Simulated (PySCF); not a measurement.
Gas-phase reaction: InH₃ + 3 NH + 3 HF → InF₃ + 3 NH₃

Energies from PySCF (xtb for GFN2), thermal terms from the rigid-rotor harmonic-oscillator model, ideal gas at 1 bar. † marks an energy on the PBE0/def2-TZVP geometry and frequencies; other levels use their own. MP2 freezes the core. Open shells (unrestricted): NH (multiplicity 3); the rest are closed-shell singlets. GFN2 has no spin-polarisation term. In: scalar-relativistic def2 core potential, no spin-orbit coupling. InH₃: computed as isolated molecules; such fragments, hydroxides, amides, oligomers or adducts are transient or little studied in the gas. MP2 isn't extrapolated to the basis-set limit; its ΔH°(298 K) is -1318.2 kJ in def2-SVP and -1356.8 kJ in def2-TZVPP. The harmonic model lacks anharmonicity and excited electronic states, which grow with temperature; levels with a mode under 35 cm⁻¹ are left out.

| level | ΔE electronic, kJ | ΔH°(298 K), kJ | ΔS°(298 K), J/K | ΔG°(2500 K), kJ |
|---|---|---|---|---|
| GFN2-xTB | -2120 | -2027 | -384 | -1001 |
| MP2/def2-SVP† | -1409 | -1318 | -406 | -236 |
| MP2/def2-TZVPP† | -1448 | -1357 | -406 | -275 |
| LDA/def2-TZVP† | -1669 | -1578 | -406 | -496 |
| ωB97M-V/def2-TZVP† | -1421 | -1329 | -406 | -248 |
ΔH° is lowest at GFN2-xTB and highest at MP2/def2-SVP†. No reference value is set beside these.
